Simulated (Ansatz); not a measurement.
`CC[Si](F)(F)Cl` + HI → `F[Si](F)(Cl)I` + ethane at 600 K and 1 bar (ligand exchange at the Si–C bond).

Program: Ansatz. Geometries: PBE0-D4/def2-TZVP. ΔE: electronic, gas phase. CBS: MP2 limit from def2 TZ/QZ plus the TZ coupled-cluster correction, frozen cores. This one scheme is used for every species. Elements past krypton have def2 core potentials. For I outer-core shells are correlated without core-valence functions, which leaves a few kJ/mol of doubt a bond. One conformer a species, not always the lowest.

| species | CCSD(T)/CBS energy (Eh) | H − E (kJ/mol) | S (J/(mol·K)) |
| --- | --- | --- | --- |
| `CC[Si](F)(F)Cl` | -1027.77234 | 260.9 | 467.5 |
| HI | -298.03592 | 31.6 | 227.0 |
| `F[Si](F)(Cl)I` | -1246.11308 | 70.6 | 414.8 |
| `CC` | -79.71954 | 228.8 | 274.9 |

H − E and S are ideal-gas, rigid-rotor, harmonic terms from PBE0-D4/def2-TZVP, for one conformer and one mirror image of each species. 1 Eh = 2625.50 kJ/mol, R = 8.31446 J/(mol·K).

Question: By hand: ΔE, ΔH, ΔS and ΔG.

Answer: ΔE = (-1246.11308) + (-79.71954) − (-1027.77234) − (-298.03592) = -0.02436 Eh = -64.0 kJ/mol. Δ(H − E) = 70.6 + 228.8 − 260.9 − 31.6 = 6.9, so ΔH = -57.1 kJ/mol. ΔS = 414.8 + 274.9 − 467.5 − 227.0 = -4.8 J/(mol·K). ΔG = -57.1 − 600 × (-4.8)/1000 = -54.2 kJ/mol.

Question: By hand: the equilibrium constant, and the temperature at which ΔG would vanish if ΔH and ΔS stayed fixed.

Answer: log₁₀ K = −ΔG/(RT ln 10) = 4.7. ΔG = 0 at ΔH/ΔS = 11896 K, far beyond where these terms or the molecules hold.

The number of gas molecules stays the same, so ΔS is small and ΔH decides. A doubt of 5 kJ/mol in ΔE shifts log₁₀ K by 0.4 here. Other conformers and mirror images would add mixing entropy, several J/(mol·K) or more a flexible species. These are equilibria of isolated gas molecules and say nothing of rates. Largest T1 diagnostic: 0.010 (customary marks: 0.02 for closed shells, 0.045 for open ones).
